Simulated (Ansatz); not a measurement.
Cost and result up the ladder for Pd₄H₃ (7 atoms). Charge 0, multiplicity 2. Geometry: B3LYP-D4/def2-SVP.

| atom | x (Å) | y (Å) | z (Å) |
| --- | --- | --- | --- |
| Pd1 | 0.929 | -0.337 | 2.269 |
| Pd2 | -1.087 | -1.071 | 0.784 |
| Pd3 | 0.428 | 0.936 | -0.167 |
| Pd4 | -0.839 | -0.645 | -2.088 |
| H5 | -0.063 | -0.922 | -0.637 |
| H6 | 0.896 | 1.152 | 1.564 |
| H7 | -0.264 | 0.886 | -1.724 |

Ansatz on 4 threads of Intel Xeon Platinum 8259CL on a shared host. Times are rough, and most runs start from the orbitals of an earlier one. PBE0-D4/def2-TZVP serves as the yardstick here, not as an exact answer. Differences are given only for rows in sets of like size (and for xTB, whose basis is part of the method), since another set adds its own error. Binding counts from free atoms at the same level (Pd singlet, H doublet; other spins of the atoms weren't run), without zero-point energy or a counterpoise term.

In the def2 sets Pd takes a core potential; there is no spin–orbit coupling. B3LYP takes the VWN-RPA correlation. No other spin state of charge 0 was run. Another isomer (doublet) lies 0.24 eV lower at PBE-D4/def2-TZVP; other spin states weren't run for this one.

Run but left out: HF/STO-3G, BHLYP-D4/def2-TZVP, MP2/def2-TZVP (⟨S²⟩ 1.13 to 5.50, where a pure state has 0.75).

```
                         level  functions  wall time  binding energy per atom (eV)  difference from PBE0-D4/def2-TZVP (eV)
         LDA (SPW92)/def2-TZVP        178      4.7 s                          2.65                                    0.70
               PBE-D4/def2-SVP        139      8.5 s                          2.21                                       –
PBE-D4/def2-TZVP (with forces)        178       10 s                          2.22                                    0.27
              PBE0-D4/def2-SVP        139       14 s                          1.94                                       –
           r2SCAN-D4/def2-TZVP        178       17 s                          2.29                                    0.35
            B3LYP-D4/def2-TZVP        178       21 s                          1.96                                    0.02
             PBE0-D4/def2-TZVP        178       33 s                          1.95                                    0.00
```
